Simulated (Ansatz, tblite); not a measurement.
Removing and adding an electron: B7N7. The state is a singlet with charge 0. Geometry: PBE-D4/def2-SVP. Ansatz, gas phase; energy differences of separate SCF runs; the oxidised species was run as a doublet alone; the reduced species was run as a doublet alone.

```xyz
14

B     1.263   -0.304    2.468
B     2.143    0.119   -1.781
B    -0.059    0.297   -2.772
B     2.732   -0.148    0.551
B    -1.156   -0.231    2.526
B    -2.705    0.016    0.683
B    -2.217    0.251   -1.676
N     0.065   -0.326    3.042
N    -1.386    0.334   -2.710
N     1.269    0.254   -2.773
N     2.970   -0.017   -0.750
N    -2.999    0.162   -0.605
N     2.434   -0.275    1.840
N    -2.352   -0.131    1.955
```

The xTB rows come from tblite. The structure comes from a short search, and lower isomers may exist.

```
               level  −HOMO (eV)  vertical IE (eV)  −LUMO (eV)  vertical EA (eV)  HOMO–LUMO gap (eV)  IE − EA (eV)                       remarks
            GFN1-xTB       11.20             13.50        6.79              4.49                4.41          9.01                             –
            GFN2-xTB       10.70             13.12        6.37              3.89                4.33          9.23                             –
r2SCANh-D4/def2-TZVP        7.60                 –        1.24             -0.29                6.35             –  HOMO above zero (-1 doublet)
   PBE0-D4/def2-TZVP        8.11              9.67        1.00             -0.27                7.11          9.94  HOMO above zero (-1 doublet)
```

Run but left out: PBE-D4/def2-TZVP (charge +1 doublet: an occupied level 0.38 eV above an empty one); PBE-D4/def2-TZVP (charge -1 doublet: an occupied level 0.04 eV above an empty one).   A HOMO above zero means that the electron is unbound at that level or that self-interaction error raises the level; the energy of removing that electron tells which. Raw xTB energy differences between charge states are shifted by several eV; the methods need an empirical correction for them. Sets without diffuse functions give affinities that are too small. A negative affinity means that the extra electron isn't bound; its size then hangs on the basis.
